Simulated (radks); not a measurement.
Question: These are the eigenvalues of the occupied orbitals of an atom or ion with whole-number occupations (eV). All-electron calculation, Dirac Kohn-Sham, PBE, spin-unpolarised, spherical densities, point nucleus. Program: a radial shooting solver on a logarithmic mesh with Libxc functionals.

1s1/2: -15062.45
2s1/2: -2041.125
2p1/2: -1854.456
2p3/2: -1793.661
3s1/2: -331.4000
3p1/2: -264.5036
3p3/2: -255.3593
3d3/2: -138.3211
3d5/2: -136.7652
4s1/2: -62.0535
4p1/2: -45.5155
4p3/2: -44.4408
7f5/2: -2.4467

Which element is it, and in what charge state? The configuration may be excited. Open shells, if any, fill j = l - 1/2 first.

Answer: Z = 37, rubidium, charge +2: Rb2+ in [Ar] 3d10 4s2 4p4 7f1. The list shows which subshells hold electrons but not how many an open one holds; the 1s level, -553.53 hartree, gives Z - s = 33.3 by -(Z - s)^2/2, which with screening and relativity narrows Z to a few neighbours, and the depths of the outer levels then fix element, charge and occupations together.
